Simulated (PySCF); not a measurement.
CH$_{6}$AlOSi (SMILES [CH3][Al+][O][SiH3]), charge +1, singlet, at a GFN2-xTB geometry (such geometries of metal compounds can be far from the true shape). Base run: BLYP/6-31G (PySCF).

Input for PySCF:
```python
from pyscf import gto, scf, dft

mol = gto.M(
    atom='''
Al   -0.694136    0.461016    0.737831
C    -1.817333    1.340473    2.084961
H    -2.531780    0.625372    2.510723
H    -2.361554    2.179983    1.634994
H    -1.159068    1.714935    2.878532
O     0.292411   -0.239916   -0.336109
Si    1.359769   -0.958220   -1.520775
H     0.568766   -0.790528   -2.736908
H     1.491480   -2.320514   -1.011126
H     2.543866   -0.110886   -1.398053
''',
    basis='6-31g',
    charge=1,
    spin=0,
    verbose=4,
)

mf = dft.RKS(mol)
mf.xc = 'blyp'
mf.kernel()
```

The base run was repeated with changes; each row names its change, and settings that it needs were set with it.

| change | E (Eh) | HOMO (eV) | HOMO-LUMO gap (eV) | core-seconds (rough) | outcome |
|---|---|---|---|---|---|
| base | -648.51668 | -11.97 | 4.37 | 6 | converged |
| functional = b3lyp | -648.60035 | -13.21 | 6.13 | 7 | converged |
| functional = wb97m_v | - | - | - | - | cut at the time limit |
| functional = tpss | -648.62154 | -12.31 | 4.78 | 10 | converged |
| functional = revpbe | -648.40476 | -12.07 | 4.46 | 7 | converged |
| functional = b3lyp5 | -648.42717 | -13.12 | 6.13 | 9 | converged |
| functional = m06 | -648.46979 | -13.40 | 6.48 | 10 | converged |
| functional = wb97x_v | - | - | - | - | cut at the time limit |
| functional = b97m_v | - | - | - | - | cut at the time limit |
| functional = tpssh | -648.59581 | -12.83 | 5.64 | 10 | converged |
| functional = m062x | -648.45180 | -14.72 | 8.62 | 9 | converged |
| functional = b97-1 | -648.47073 | -13.19 | 6.29 | 6 | converged |
| functional = b3lyp; dispersion = d4 | -648.60988 | -13.21 | 6.13 | 7 | converged |

Absolute energies of different levels of theory aren't comparable as measures of quality.
